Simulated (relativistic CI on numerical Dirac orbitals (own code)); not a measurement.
**Slater and spin-orbit integrals, Tc15+**

Method of calculation: Dirac-Coulomb-Breit CI, orbitals from a KLI potential per configuration, model QED (radiative potential, 1s self-energy scaled to tabulated hydrogen-like ionisation energies), unscaled Slater integrals (own radial code, finite nucleus).

Slater integrals F^k, G^k are unscaled and averaged over j, outside the closed core [Ne] 3s2; ζ comes from projecting the Hamiltonian with its Breit term on Σ l·s of the shell.

- 3p6 3d9 4s: ζ(3d) = 12227, G^2(3d,4s) = 25687 cm⁻¹; <r>(3d) = 0.382, <r^2>(3d) = 0.173, <r>(4s) = 0.8972, <r^2>(4s) = 0.9027 (bohr units).
- 3p6 3d9 4p: ζ(3d) = 12238, F^2(3d,4p) = 73167, G^1(3d,4p) = 24305, G^3(3d,4p) = 24074, ζ(4p) = 26297 cm⁻¹; <r>(3d) = 0.382, <r^2>(3d) = 0.173, <r>(4p) = 0.9343, <r^2>(4p) = 0.984 (bohr units).
- 3p6 3d9 4d: ζ(3d) = 12233, F^2(3d,4d) = 68779, F^4(3d,4d) = 33573, G^0(3d,4d) = 23464, G^2(3d,4d) = 28204, G^4(3d,4d) = 21768, ζ(4d) = 2726.9 cm⁻¹; <r>(3d) = 0.3821, <r^2>(3d) = 0.173, <r>(4d) = 0.9904, <r^2>(4d) = 1.118 (bohr units).

Averages of the first 10 configurations, taken without configuration mixing, which lowers the lowest level and can move excited configurations by several eV; other configurations of the list can lie among them:

```csv
Configuration,Parity,States,Average energy above the lowest level (eV)
3p6 3d10,even,1,0.1
3p6 3d9 4s,even,20,236.7
3p6 3d9 4p,odd,60,271.9
3p6 3d9 4d,even,100,325.8
3p6 3d8 4s2,even,45,490.6
3p6 3d9 4f,odd,140,378.2
3p6 3d8 4s 4p,odd,540,523.1
3p6 3d9 5s,even,20,397.7
3p5 3d10 4s,odd,12,416.5
3p6 3d8 4p2,even,675,560.7
```
